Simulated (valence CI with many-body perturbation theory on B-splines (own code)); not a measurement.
# Energy levels of Ba XXXIV

Level of theory: configuration interaction combined with many-body perturbation theory (CI+MBPT): five valence electrons over a frozen Dirac-Fock core [Ar], radial functions for each j: 7 s, 7 p, 8 d, 6 f, 4 g, 1 h, with the one-electron correlation potential Σ1, the two-electron term Σ2, the three-electron term Σ3, Breit, model QED; selected CI, second order for the rest (own B-spline code, finite nucleus).

No measured spectrum was set against this ion. As an estimate, large intervals hold to a few tenths of a per cent, small ones and those within an open d or f shell to about a per cent. Only levels of the ground parity were solved; by the run's estimate the other parity begins above the list, which can be wrong where configurations are misplaced.

Levels 1 to 37 of 37, with energies above the lowest level, (3d3/2^4 3d5/2) J=5/2. "Leading %" is the weight of the configuration and term that name the level; weights of strongly mixed levels are sums over their largest components and can fall short. In the jj column 3d3/2^4 stands for four electrons in 3d with j = 3/2. Lifetimes count E1, E2, E3, M1 and M2 decay at the calculated energies, and are blank where another channel may lead or the interval is too uncertain; long ones can be off by a factor of two.

| No. | Configuration | Term | J | E (cm⁻¹) | Leading % | Lifetime | g | Leading jj |
| --- | --- | --- | --- | --- | --- | --- | --- | --- |
| 1 | 3d5 | 6S | 5/2 | 0 | 43 |  | 1.644 | 3d3/2^4 3d5/2 (65 %) |
| 2 | 3d5 | 6S | 5/2 | 102870 | 30 | 28.7 μs | 1.200 | 3d3/2^3 3d5/2^2 (54 %) |
| 3 | 3d5 | 4G | 7/2 | 167320 | 44 | 52.8 μs | 1.136 | 3d3/2^3 3d5/2^2 (96 %) |
| 4 | 3d5 | 4D | 3/2 | 172870 | 41 | 14.2 μs | 1.275 | 3d3/2^3 3d5/2^2 (94 %) |
| 5 | 3d5 | 4G | 11/2 | 176360 | 51 |  | 1.151 | 3d3/2^3 3d5/2^2 (92 %) |
| 6 | 3d5 | 4G | 9/2 | 196170 | 54 | 1.91 ms | 1.152 | 3d3/2^3 3d5/2^2 (82 %) |
| 7 | 3d5 | 4D | 5/2 | 202420 | 37 | 39.1 μs | 1.134 | 3d3/2^3 3d5/2^2 (67 %) |
| 8 | 3d5 | 4P | 1/2 | 212030 | 59 | 460 μs | 1.877 | 3d3/2^3 3d5/2^2 (72 %) |
| 9 | 3d5 | 2F | 7/2 | 242640 | 30 | 152 μs | 1.139 | 3d3/2^3 3d5/2^2 (83 %) |
| 10 | 3d5 | 2D | 5/2 | 263330 | 36 | 10.6 μs | 1.212 | 3d3/2^2 3d5/2^3 (58 %) |
| 11 | 3d5 | 4D | 7/2 | 291930 | 45 | 22.7 μs | 1.201 | 3d3/2^2 3d5/2^3 (88 %) |
| 12 | 3d5 | 2D | 3/2 | 293430 | 53 | 56.1 μs | 0.817 | 3d3/2^3 3d5/2^2 (57 %) |
| 13 | 3d5 | 2I | 11/2 | 297750 | 57 |  | 1.057 | 3d3/2^2 3d5/2^3 (93 %) |
| 14 | 3d5 | 2G | 9/2 | 312090 | 43 | 31.2 μs | 1.144 | 3d3/2^2 3d5/2^3 (82 %) |
| 15 | 3d5 | 4D | 1/2 | 317690 | 74 | 16.7 μs | 0.621 | 3d3/2^2 3d5/2^3 (92 %) |
| 16 | 3d5 | 2I | 13/2 | 325700 | 100 | 148 μs | 1.071 | 3d3/2^2 3d5/2^3 (100 %) |
| 17 | 3d5 | 4P | 3/2 | 327220 | 51 | 7.98 μs | 1.182 | 3d3/2^2 3d5/2^3 (89 %) |
| 18 | 3d5 | 2F | 5/2 | 342040 | 39 | 14.5 μs | 1.015 | 3d3/2^2 3d5/2^3 (85 %) |
| 19 | 3d5 | 2H | 9/2 | 371140 | 53 | 11.0 μs | 1.101 | 3d3/2^2 3d5/2^3 (100 %) |
| 20 | 3d5 | 2G | 7/2 | 384610 | 61 | 44.2 μs | 0.988 | 3d3/2^2 3d5/2^3 (98 %) |
| 21 | 3d5 | 4F | 5/2 | 390900 | 54 | 11.1 μs | 1.034 | 3d3/2^2 3d5/2^3 (89 %) |
| 22 | 3d5 | 2D | 3/2 | 410600 | 81 | 29.1 μs | 0.781 | 3d3/2^2 3d5/2^3 (56 %) |
| 23 | 3d5 | 2F | 7/2 | 424110 | 51 | 16.5 μs | 1.058 | 3d3/2^2 3d5/2^3 (78 %) |
| 24 | 3d5 | 2S | 1/2 | 430430 | 58 | 11.0 μs | 1.869 | 3d3/2^2 3d5/2^3 (54 %) |
| 25 | 3d5 | 4P | 5/2 | 435330 | 32 | 5.00 μs | 1.201 | 3d3/2 3d5/2^4 (79 %) |
| 26 | 3d5 | 2G | 9/2 | 464060 | 59 |  | 1.104 | 3d3/2^2 3d5/2^3 (72 %) |
| 27 | 3d5 | 4F | 7/2 | 479580 | 38 | 7.29 μs | 1.191 | 3d3/2 3d5/2^4 (94 %) |
| 28 | 3d5 | 2H | 11/2 | 490840 | 62 | 8.02 μs | 1.062 | 3d3/2 3d5/2^4 (97 %) |
| 29 | 3d5 | 2D | 3/2 | 506270 | 54 | 5.44 μs | 0.876 | 3d3/2 3d5/2^4 (81 %) |
| 30 | 3d5 | 2D | 5/2 | 533230 | 64 | 7.44 μs | 1.118 | 3d3/2 3d5/2^4 (73 %) |
| 31 | 3d5 | 2G | 9/2 | 547280 | 81 | 11.0 μs | 1.108 | 3d3/2 3d5/2^4 (70 %) |
| 32 | 3d5 | 2D | 5/2 | 569440 | 59 | 9.65 μs | 1.107 | 3d3/2^2 3d5/2^3 (50 %) |
| 33 | 3d5 | 2P | 3/2 | 570020 | 78 | 19.1 μs | 1.206 | 3d3/2^2 3d5/2^3 (86 %) |
| 34 | 3d5 | 2G | 7/2 | 582080 | 70 | 9.74 μs | 0.962 | 3d3/2 3d5/2^4 (86 %) |
| 35 | 3d5 | 2P | 1/2 | 647200 | 77 | 8.40 μs | 0.947 | 3d3/2 3d5/2^4 (70 %) |
| 36 | 3d5 | 2D | 5/2 | 703080 | 73 | 3.69 μs | 1.168 | 3d5/2^5 (57 %) |
| 37 | 3d5 | 2D | 3/2 | 717820 | 77 | 5.41 μs | 0.889 | 3d3/2 3d5/2^4 (85 %) |

The ionisation energy to 3d4 3P_0 of the next ion comes out as 2142.4 eV (NIST: 2142 ± 5 eV (theoretical)). All 37 levels together are meant to be complete up to 746780 cm⁻¹.
